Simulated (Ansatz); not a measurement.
Ideal-gas functions of CH2AlClOS (`S[CH]1[O][Al]1[Cl]`) at 298.15 K and 1 bar, from an Ansatz frequency run at PBE0-D4/def2-TZVP.

Molar mass 124.53 g/mol, point group C1 (symmetry number 1), electronic degeneracy 1, moments of inertia 61.334, 480.896, 523.449 u Å². Harmonic wavenumbers (cm⁻¹, unscaled): 82, 148, 194, 311, 363, 430, 652, 700, 789, 890, 998, 1074, 1252, 2644, 3129.

Use S(trans) = R[1.5 ln M + 2.5 ln T − 1.1517]; rotational temperatures θ = 24.2544 K / I; S(rot) = R[ln(√π/σ · √(T³/θAθBθC)) + 1.5]; for each mode x = 1.438777 ν̃/T, S = R[x/(eˣ − 1) − ln(1 − e⁻ˣ)] and H = RT x/(eˣ − 1); 1 cm⁻¹ = 0.0119627 kJ/mol; R = 8.31446 J/(mol·K).

By hand: the entropy, in J/(mol·K).

Translation 169.0. Rotation: θ = 0.3954, 0.0504, 0.0463 K, giving 117.3. Vibration, mode by mode: 16.08, 11.29, 9.16, 5.68, 4.64, 3.59, 1.54, 1.28, 0.91, 0.61, 0.39, 0.29, 0.14, 0.00, 0.00, in all 55.6. Electronic 0.0. Sum 341.9 J/(mol·K).

By hand: H − E and G − E in kJ/mol, counted from the electronic energy.

Zero-point energy ½ × 13656 × 0.0119627 = 81.7; thermal vibration 9.1; translation, rotation and pV give 4 RT = 9.9. H − E = 100.7 kJ/mol, and G − E = 100.7 − 298.15 × 341.9/1000 = -1.2 kJ/mol.

Vibration gives 16 % of the entropy, 27.4 J/(mol·K) of it from the modes under 150 cm⁻¹: soft modes count most, and the harmonic formula is weakest for them. The sum counts one conformer and one mirror image; others add a mixing term.
